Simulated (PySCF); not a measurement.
Unrelated species, one level of theory. Theory: PySCF, TDDFT B3LYP/def2-SVPD, vertical, gas phase, core orbitals frozen in the response. Geometries: GFN2-xTB; one conformer of each isolated species. Triplets are in the Tamm–Dancoff approximation. Ions are computed without counter-ions or solvent.

Question: Rank by computed HOMO–LUMO gap, lowest first.
A. `C#CC(=O)[C@H]([SiH3])CF`
B. `COC(C)C`
C. `OCP1(=S)CC1`
D. `[SH3+]`
E. `S(C=C=S)[C@H](C#C)F`

Answer: E (3.18 eV), A (5.53 eV), C (6.04 eV), B (7.60 eV), D (10.74 eV).

```json
{"SMILES": "C#C[C@H](F)SC=C=S", "gap (eV)": "3.18", "α (au)": "101.3", "first f ≥ 0.01 (nm)": "289", "f (S1)": "0.000", "T1 (eV)": "1.58", "S1 (eV)": "1.91", "S1 mainly": "H→L (99%)"}
{"SMILES": "C#CC(=O)[C@H]([SiH3])CF", "gap (eV)": "5.53", "α (au)": "88.7", "first f ≥ 0.01 (nm)": "217", "f (S1)": "0.002", "T1 (eV)": "3.42", "S1 (eV)": "3.93", "S1 mainly": "H→L (98%)"}
{"SMILES": "OCP1(=S)CC1", "gap (eV)": "6.04", "α (au)": "89.0", "first f ≥ 0.01 (nm)": "249", "f (S1)": "0.020", "T1 (eV)": "4.53", "S1 (eV)": "4.98", "S1 mainly": "H→L (93%)"}
{"SMILES": "COC(C)C", "gap (eV)": "7.60", "α (au)": "57.0", "first f ≥ 0.01 (nm)": "170", "f (S1)": "0.010", "T1 (eV)": "6.55", "S1 (eV)": "6.66", "S1 mainly": "H→L (98%)"}
{"SMILES": "[SH3+]", "gap (eV)": "10.74", "α (au)": "17.7", "first f ≥ 0.01 (nm)": "128", "f (S1)": "0.051", "T1 (eV)": "8.06", "S1 (eV)": "9.69", "S1 mainly": "H→L/L+1 (≥93%)"}
```

H and L stand for HOMO and LUMO. A slash joins orbitals within 0.01 eV of each other, whose weights are summed (≥ marks a lower bound).
